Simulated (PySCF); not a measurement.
C₄H₁₀Te, SMILES [TeH]C(C)(C)C. Geometry optimised at PBE0-D3(BJ)/def2-SVP. The def2 effective core potentials stand for the cores of Te; spin–orbit coupling is left out.

The numbers are results of PBE0-D3(BJ)/def2-SVP run with PySCF, not measurements.

Harmonic wavenumbers (cm⁻¹): 144, 227, 241, 258, 260, 297, 306, 381, 384, 511, 638, 836, 948, 953, 957, 1037, 1037, 1169, 1253, 1253, 1382, 1382, 1404, 1441, 1451, 1454, 1467, 1472, 1483, 2139, 3030, 3033, 3039, 3126, 3127, 3129, 3151, 3163, 3165. Rotational constants (GHz): 4.445, 1.527, 1.515; symmetry number 1.

Problem. Work out the zero-point energy and the ideal-gas rigid-rotor harmonic-oscillator thermochemistry at 298.15 K and 1 atm.

Solution. ZPE = ½ Σ hcν = ½ × 56126 cm⁻¹ = 80.24 kcal/mol. H − E(el) = 85.64 kcal/mol. Entropy in cal/(mol K): translation 41.56, rotation 27.84, vibration 16.62, total 86.02. G − E(el) = 60.00 kcal/mol. Cp = 29.46 cal/(mol K). Modes under 150 cm⁻¹ make the vibrational entropy uncertain.
